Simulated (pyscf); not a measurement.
Single points on ωB97X-D3(BJ)/def2-SVP structures (PySCF, gas phase). Correlated levels are frozen-core, on RHF or UHF. ΔMP2 is the change of the MP2 total energy from the triple- to the quadruple-zeta basis.

### Question
Estimate by transition-state theory (the high-pressure limit) the rate constant of •H₂C–AlH₂ -> [H₃C–AlH]• (doublet surface; Al–H broken, C–H formed) at 600 K, with CCSD(T)/def2-TZVPP + ΔMP2(QZVPP) energies (ideal gas, 1 atm, RRHO with modes under 100 cm⁻¹ raised to 100, one conformer, R ln 2 for chiral ones without a mode under 150 cm⁻¹; no tunnelling).

### Answer
The electronic barrier is 36.9 kcal/mol and the thermal terms add -1.3, so ΔG‡ = 35.6 kcal/mol. With k_BT/h = 1.25e+13 s⁻¹ and RT = 1.192 kcal/mol, k = 1.3e+00 s⁻¹; so small a molecule is far into fall-off at 1 atm, where the true rate is lower. Wigner's tunnelling factor for 1582i cm⁻¹ would be 1.60, likely too low at so high a frequency. A shift of 1 kcal/mol in the barrier changes k by a factor 2.3. One saddle was located; it need not be the lowest between these sides. The CCSD(T) − MP2 part came from Ansatz, without density fitting, on the same reference. A UHF reference is spin-contaminated (<S²> up to 0.86), which harms MP2 most.
